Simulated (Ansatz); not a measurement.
Geometry optimisation, RKS PBE-D4/def2-SVP (Ansatz).

Input file:

```yaml
crystal:
  periodic: [false, false, false]
  atoms:
    - { symbol: Al, position_ang: [-0.085942, -0.194933, 0.026501] }
    - { symbol: O, position_ang: [-0.254256, -0.193774, 1.769162] }
    - { symbol: Si, position_ang: [-1.345846, -0.531306, 3.004332] }
    - { symbol: H, position_ang: [-2.503619, -1.329745, 2.473284] }
    - { symbol: H, position_ang: [-0.636508, -1.310235, 4.072264] }
    - { symbol: H, position_ang: [-1.847333, 0.772168, 3.560574] }
    - { symbol: Cl, position_ang: [1.83612, -0.258041, -0.788094] }
    - { symbol: Cl, position_ang: [-1.799819, -0.296355, -1.17329] }
    - { symbol: Br, position_ang: [0.179103, 3.230253, 1.115765] }
    - { symbol: H, position_ang: [0.235799, 1.951569, 1.915603] }
basis:
  gaussian: { orbitals: def2-SVP }
hamiltonian:
  xc: pbe
  dispersion: d4
relax:
  f_tol: 0.03
  max_steps: 50
```

Launched with:

```bash
$ ansatz run input.yaml --threads 4 --pin off --max-ram 5120MiB --backend cpu --events-out ev --progress --plain --runs-dir out
```

Where does it end, and by what steps?

It converged. The force dipped under the threshold on the way, but the program's further checks kept it going. After 27 steps the energy has fallen by 1.234 eV; H4 moved furthest, 1.24 Å. Parted: Br9–H10 (1.51 → 2.87 Å). Joined: Al1–Br9 (3.60 → 2.29 Å), O2–H10 (2.21 → 0.98 Å).

```tsv
step	energy less start (eV)	largest force component (eV/Å)	accepted
0	0.0000	1.216	yes
1	-0.1157	0.349	yes
2	-0.1977	0.346	yes
3	-0.2596	0.321	yes
4	-0.2593	0.586	no
5	-0.2984	0.253	yes
6	-0.3462	0.408	yes
7	-0.4439	0.885	yes
8	-0.5542	1.067	yes
9	-0.7577	3.490	yes
10	-0.9666	1.395	yes
11	-1.0541	1.072	yes
12	-1.1133	1.111	yes
13	-1.1555	0.487	yes
14	-1.1753	0.360	yes
15	-1.1800	0.127	yes
16	-1.1892	0.169	yes
17	-1.1959	0.186	yes
18	-1.2011	0.107	yes
19	-1.2068	0.026	yes
20	-1.2122	0.176	yes
21	-1.2159	0.222	yes
22	-1.2232	0.140	yes
23	-1.2294	0.041	yes
24	-1.2317	0.060	yes
25	-1.2325	0.039	yes
26	-1.2331	0.019	yes
27	-1.2335	0.023	yes
```

```xyz
10
Properties=species:S:1:pos:R:3
Al -0.098 0.679 0.082
O -0.115 0.396 2.003
Si -1.307 -0.533 2.902
H -1.407 -1.827 2.172
H -0.690 -0.685 4.258
H -2.589 0.228 2.978
Cl 1.264 -0.737 -0.711
Cl -2.166 0.280 -0.299
Br 0.593 2.865 0.149
H 0.291 1.174 2.443
```

Whether the end is a true minimum wasn't checked by a vibrational analysis.

Run time: 54 s on 4 threads of Arm Neoverse V2, with other jobs on the host, peak memory 0.23 GiB.
